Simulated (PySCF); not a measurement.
A structure optimised at PBE-D3(BJ)/def2-SVPD, used in a PySCF frequency run:

```xyz
4

Ga     0.0000     0.0000    -0.5053
Cl    -1.8750     1.0825     0.3072
Cl     0.0000    -2.1650     0.3072
Cl     1.8750     1.0825     0.3072
```
Charge -1, spin multiplicity 2.

### Question
Write its SMILES, formula and point group.

### Answer
[Cl][Ga-]([Cl])[Cl], Cl₃Ga, C3v

### Question
What are its rotational constants (standard atomic weights)?

### Answer
1.8242, 1.8242, 1.0138 GHz
